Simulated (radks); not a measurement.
Spherical quantum dot in the effective-mass picture: electrons in a parabolic well V = omega^2 r^2 / 2 with omega = 0.636, all in effective atomic units (hartree* = m*/eps^2 hartree, bohr* = eps/m* bohr), one dielectric constant everywhere. Method: non-relativistic Kohn-Sham, exchange-only LDA, spin-polarised, spherical densities; computed with a radial shooting solver with Libxc functionals. Levels are named by radial order and angular momentum (1s, 1p, 1d, 2s, ...), and open shells are averaged over m. Results are scaled to m* = 0.032 and eps = 14.8, for which hartree* = 3.975 meV and bohr* = 24.47 nm.

N = 28, configuration 1s2 1p6 1d10 2s2 1f(up 7, down 1). This is the lowest configuration that the search found. Occupied and some empty levels:

| level | occupation | eigenvalue (meV) | <r> (nm) |
|---|---|---|---|
| 1s up | 1 | 38.501 | 59.62 |
| 1s down | 1 | 38.626 | 57.31 |
| 1p up | 3 | 39.367 | 73.19 |
| 1p down | 3 | 39.560 | 71.85 |
| 1d up | 5 | 40.383 | 82.27 |
| 1d down | 5 | 40.615 | 81.64 |
| 2s up | 1 | 40.691 | 68.80 |
| 2s down | 1 | 40.840 | 69.86 |
| 1f up | 7 | 41.539 | 89.22 |
| 1f down | 1 | 41.788 | 89.06 |
| 2p up | 0 | 42.042 | 76.82 |
| 2p down | 0 | 42.189 | 77.26 |
| 1g up | 0 | 42.821 | 95.00 |
| 1g down | 0 | 43.074 | 95.12 |
| 2d up | 0 | 43.473 | 84.43 |
| 2d down | 0 | 43.632 | 84.53 |

Energy (meV): total 713.351, kinetic 58.723, external 257.36, Hartree 430.83, exchange-correlation -33.561.
